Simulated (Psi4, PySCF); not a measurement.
Torsional profile of SMILES [SiH3]/C=C\S (C2H6SSi). Scanned: dihedral C2–C3–S4–H10; all other coordinates were relaxed at B3LYP-D3(BJ)/def2-SVP. Points at φ and −φ are mirror images. Heavy atoms are numbered in the order of the SMILES [SiH3]/C=C\S, hydrogens after them in the order of the atoms that carry them; the mirror image has the same energies with the sign of each dihedral reversed.

Levels of theory: RKS-B3LYP/6-311+G** = restricted B3LYP/6-311+G**, spherical d, density fitting // B3LYP-D3(BJ)/def2-SVP in PySCF 2.14.0; MP2/cc-pVTZ = Psi4 with DF-MP2 (frozen core)/cc-pVTZ // B3LYP-D3(BJ)/def2-SVP.

Energies relative to the lowest point of each profile, in kcal/mol:

```tsv
φ / °	RKS-B3LYP/6-311+G**
-150	0.4
-120	1.6
-90	3.0
-60	2.7
-30	0.9
0	0.0
30	0.9
60	2.7
90	3.0
120	1.6
150	0.4
180	0.3
```

Predict the corresponding MP2/cc-pVTZ column.

-150: 0.5; -120: 1.5; -90: 2.6; -60: 2.3; -30: 0.7; 0: 0.0; 30: 0.7; 60: 2.3; 90: 2.6; 120: 1.5; 150: 0.5; 180: 0.4 (kcal/mol).
